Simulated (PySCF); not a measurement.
## [La(SH)4]− at several levels of theory

Computed with PySCF 2.14.0 (density fitting, no spin-orbit coupling) at the geometry relaxed with PBE0:

```xyz
9
[La(SH)4]− (singlet)
La    0.0000    0.0000    0.0000
S     1.7569    1.4979    1.5726
H     2.7901    1.0731    0.8059
S    -1.7569   -1.4979    1.5726
H    -2.7901   -1.0731    0.8059
S     1.4978   -1.7569   -1.5726
H     1.0728   -2.7900   -0.8060
S    -1.4978    1.7569   -1.5726
H    -1.0728    2.7900   -0.8060
```

```tsv
level	basis	state	HOMO (eV)	gap (eV)	charge on La1 (e)	population of f-type functions on La1 (polarisation alone where 4f lies in the core)	dipole about the centre of mass (D)	largest force component (eV/Å)
PBE0	La lcecp-1-SVP with ECP46, S def2-SVP, H def2-SVP	singlet	-3.10	5.77	0.65	0.04	0.00	0.01
TPSS	the same	singlet	-2.02	4.29	0.63	0.04	0.00	0.18
PBE0	La lcecp-1-TZVP with ECP46, S def2-TZVP, H def2-TZVP	singlet	-3.33	5.86	1.19	0.07	0.00	0.18
```

In the lcecp rows the 4f levels are missing from HOMO and gap, and the state counts the valence alone.

Charges are Mulliken's, which hang on the basis. The relaxation used the grid (50, 194), these runs (75, 302) or, all-electron (x2c bases, spin-free X2C Hamiltonian), (99, 590).

Task: What does wB97X with La lcecp-1-SVP with ECP46, S def2-SVP, H def2-SVP give here?

Result: state singlet, HOMO (eV) -5.44, gap (eV) 9.57, charge on La1 (e) 0.68, population of f-type functions on La1 (polarisation alone where 4f lies in the core) 0.05, dipole about the centre of mass (D) 0.00, largest force component (eV/Å) 0.12. Time: 12 s on 2 threads of AMD EPYC 7R43 64-Core Processor (Zen 3) (shared host), from an already converged density.

In the first row's basis the gap widens with exact exchange: 4.3 eV for TPSS (none); 5.8 eV for PBE0 (a fixed share); 9.6 eV for wB97X (rising or full at long range).

No frequency check is given that shows the relaxed geometry to be a minimum.
